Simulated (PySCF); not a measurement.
C2H13NSi3. Atoms are numbered in the order given.

```xyz
19

C     -0.9733    -2.3559    -0.2061
Si    -0.0773    -0.7176    -0.5244
C      1.6570    -0.7403     0.2418
Si     2.6420     0.8516     0.0196
Si    -1.3438     1.0421     0.3880
N     -3.0233     0.6653     0.0889
H     -0.4132    -3.2020    -0.6362
H     -1.0897    -2.5391     0.8745
H     -1.9754    -2.3459    -0.6648
H      0.0551    -0.5213    -2.0020
H      2.2320    -1.5823    -0.1828
H      1.5545    -0.9348     1.3242
H      3.9759     0.7675     0.6865
H      1.8915     1.9980     0.6141
H      2.8555     1.1363    -1.4298
H     -0.9597     1.2057     1.8360
H     -1.0599     2.3547    -0.2645
H     -3.3677    -0.2516     0.3603
H     -3.7309     1.3692     0.2832
```

The structure is a stationary point at B3LYP-D3(BJ)/def2-SVP. The structure was generated by enumeration; whether it is a known compound was not checked. The values are those of a single conformer.

The numbers are results of TDA-PBE/def2-SVPD in PySCF 2.14.0, not measurements.

Vertical excitations. Isolated molecule, no solvent.

```tsv
state	energy (eV)	λ (nm)	f	main pairs
S1	4.97	249	0.006	HOMO→LUMO 99 %
S2	5.42	229	0.004	HOMO→LUMO+1 97 %
S3	5.91	210	0.022	HOMO→LUMO+2 59 %, HOMO−1→LUMO 36 %
S4	5.95	208	0.008	HOMO−1→LUMO 55 %, HOMO→LUMO+2 37 %
S5	6.14	202	0.006	HOMO→LUMO+3 93 %
S6	6.33	196	0.012	HOMO→LUMO+4 59 %, HOMO−1→LUMO+1 36 %
T1	4.68	265	0	HOMO→LUMO 99 %
T2	5.23	237	0	HOMO→LUMO+1 95 %
```
Triplets are in the Tamm–Dancoff approximation.
